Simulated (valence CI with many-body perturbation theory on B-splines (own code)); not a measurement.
## Co XXIII: electric-dipole lines

Level of theory: configuration interaction combined with many-body perturbation theory (CI+MBPT): three valence electrons over a frozen Dirac-Fock core [He], a basis of 11 s, 11 p, 9 d, 7 f, 5 g, 2 h, 1 i functions for each j, with the one-electron correlation potential Σ1 (screened to all orders), the two-electron term Σ2, the three-electron term Σ3, Breit, model QED; selected single and double excitations, second order for the rest (own B-spline code, finite nucleus).

No measured spectrum was set against this ion. As an estimate, levels of excited configurations hold to 0.05 to 0.15 % of their energy, terms of the ground configuration to about 0.5 %.

Lines 201 to 250 of 256 in falling wavelength, among levels below 1275.9 eV, chosen from the strongest by gf and those to the six lowest levels. Wavelengths and rates use the calculated energies, so an error of 800 cm⁻¹ moves a line at 1.057 nm by 0.0085 % and its rate by three times that or more. Electric multipoles are in the length gauge, E1 and E2 with the static RPA response of the core. Weak lines are less certain than strong ones. Lines between different terms over intervals too small for the method are left out, as are lines whose strength nearly cancels. The highest levels of a list are the least certain.

Names give the largest LS component (configuration and term), which can be under half, so a name can repeat, a term be missing and a line seem to break the LS rules; names also repeat where a configuration has a term twice. Letters in brackets count levels of one name in rising energy.

```
λ vac (nm)                 Upper           Lower   A (s⁻¹)  log gf  Branch %
     1.057   2s.2p.3p 2P_3/2 [a]  2s2.2p 2P°_1/2  2.88e+12   -0.71      76.2
     1.055   2s.2p.3p 2P_1/2 [a]  2s2.2p 2P°_1/2  7.96e+12   -0.58      91.9
     1.054        2p2.3p 4S°_3/2   2s.2p2 2D_3/2  3.04e+11   -1.69       4.7
     1.054  2s.2p.3d 2F°_7/2 [b]   2s.2p2 4P_5/2  2.26e+11   -1.52       1.4
     1.053        2p2.3p 2P°_3/2   2s.2p2 2D_3/2  1.85e+12   -0.91      24.3
     1.053       2s.2p.3p 4P_1/2  2s2.2p 2P°_1/2  2.70e+11   -2.05      50.7
     1.053        2p2.3p 2F°_5/2   2s.2p2 2D_3/2  1.69e+12   -0.77      31.9
     1.052   2s.2p.3p 2D_5/2 [a]  2s2.2p 2P°_3/2  8.15e+12   -0.09      98.6
     1.050   2s.2p.3p 2D_3/2 [a]  2s2.2p 2P°_1/2  6.31e+12   -0.38      98.8
     1.049   2s.2p.3p 2S_1/2 [a]  2s2.2p 2P°_3/2  8.97e+12   -0.53      82.7
     1.045       2s.2p.3p 4P_3/2  2s2.2p 2P°_1/2  7.26e+11   -1.32      15.8
     1.042       2s.2p.3p 4S_3/2  2s2.2p 2P°_1/2  5.61e+11   -1.44      14.3
     1.041    2p2.3p 2D°_3/2 [a]   2s.2p2 4P_5/2  6.23e+11   -1.39      12.2
     1.040        2p2.3p 4D°_3/2   2s.2p2 4P_3/2  3.94e+11   -1.59       5.1
     1.039        2p2.3p 4D°_5/2   2s.2p2 4P_5/2  3.63e+11   -1.45       9.2
     1.039        2p2.3p 4D°_1/2   2s.2p2 4P_1/2  2.56e+12   -1.08      35.3
     1.038        2p2.3p 2S°_1/2   2s.2p2 4P_3/2  2.08e+12   -1.17      38.9
     1.037        2p2.3p 2D°_5/2   2s.2p2 4P_5/2  2.46e+12   -0.62      49.1
     1.035    2p2.3p 2D°_3/2 [b]   2s.2p2 4P_5/2  2.21e+11   -1.85       3.8
     1.035  2s.2p.3d 2P°_1/2 [b]   2s.2p2 4P_1/2  3.76e+11   -1.92       2.1
     1.034    2p2.3p 2D°_3/2 [a]   2s.2p2 4P_3/2  1.92e+12   -0.91      37.5
     1.034  2s.2p.3d 2P°_3/2 [b]   2s.2p2 4P_1/2  7.94e+11   -1.29       4.5
     1.034        2p2.3p 4D°_7/2   2s.2p2 4P_5/2  3.80e+12   -0.31      97.3
     1.034   2s.2p.3p 2S_1/2 [a]  2s2.2p 2P°_1/2  1.55e+12   -1.31      14.3
     1.033        2p2.3p 4D°_5/2   2s.2p2 4P_3/2  3.54e+12   -0.47      89.5
     1.032        2p2.3p 4D°_3/2   2s.2p2 4P_1/2  2.79e+12   -0.75      35.8
     1.031        2p2.3p 4P°_1/2   2s.2p2 4P_3/2  2.28e+12   -1.14      40.6
     1.031        2p2.3p 2D°_5/2   2s.2p2 4P_3/2  5.88e+11   -1.25      11.7
     1.031        2p2.3p 2S°_1/2   2s.2p2 4P_1/2  2.61e+11   -2.08       4.9
     1.030        2p2.3p 4S°_3/2   2s.2p2 4P_5/2  3.40e+12   -0.67      52.2
     1.029   2s.2p.3p 2P_1/2 [b]  2s2.2p 2P°_3/2  2.53e+12   -1.09      60.8
     1.029   2s.2p.3p 2D_3/2 [b]  2s2.2p 2P°_3/2  1.99e+12   -0.90      90.2
     1.029    2p2.3p 2D°_3/2 [b]   2s.2p2 4P_3/2  9.60e+11   -1.22      16.4
     1.028        2p2.3p 2P°_3/2   2s.2p2 4P_5/2  1.26e+12   -1.10      16.6
     1.028        2p2.3p 2F°_5/2   2s.2p2 4P_5/2  1.66e+12   -0.80      31.4
     1.027    2p2.3p 2D°_3/2 [a]   2s.2p2 4P_1/2  1.68e+11   -1.97       3.3
     1.026   2s.2p.3p 2D_5/2 [b]  2s2.2p 2P°_3/2  1.34e+12   -0.90      96.7
     1.025   2s.2p.3p 2P_3/2 [b]  2s2.2p 2P°_3/2  2.00e+12   -0.90      64.3
     1.024         2p2.3s 4P_1/2  2s2.2p 2P°_3/2  2.93e+11   -2.04      17.5
     1.024        2p2.3p 4P°_1/2   2s.2p2 4P_1/2  5.68e+11   -1.75      10.1
     1.023        2p2.3p 4S°_3/2   2s.2p2 4P_3/2  1.44e+12   -1.04      22.2
     1.022    2p2.3p 2D°_3/2 [b]   2s.2p2 4P_1/2  6.18e+11   -1.41      10.5
     1.021        2p2.3p 2F°_5/2   2s.2p2 4P_3/2  6.82e+10   -2.19       1.3
     1.016        2p2.3p 4S°_3/2   2s.2p2 4P_1/2  2.20e+11   -1.87       3.4
     1.015         2p2.3s 4P_3/2  2s2.2p 2P°_3/2  1.23e+11   -2.12       6.0
     1.015   2s.2p.3p 2P_1/2 [b]  2s2.2p 2P°_1/2  8.18e+11   -1.60      19.6
     1.011   2s.2p.3p 2P_3/2 [b]  2s2.2p 2P°_1/2  4.76e+11   -1.54      15.3
     1.010         2p2.3s 4P_5/2  2s2.2p 2P°_3/2  1.16e+11   -1.97       4.6
     1.009         2p2.3s 2P_1/2  2s2.2p 2P°_3/2  3.16e+11   -2.02       6.9
     1.006   2s.2p.3p 2S_1/2 [b]  2s2.2p 2P°_1/2  6.05e+11   -1.74      43.7
```
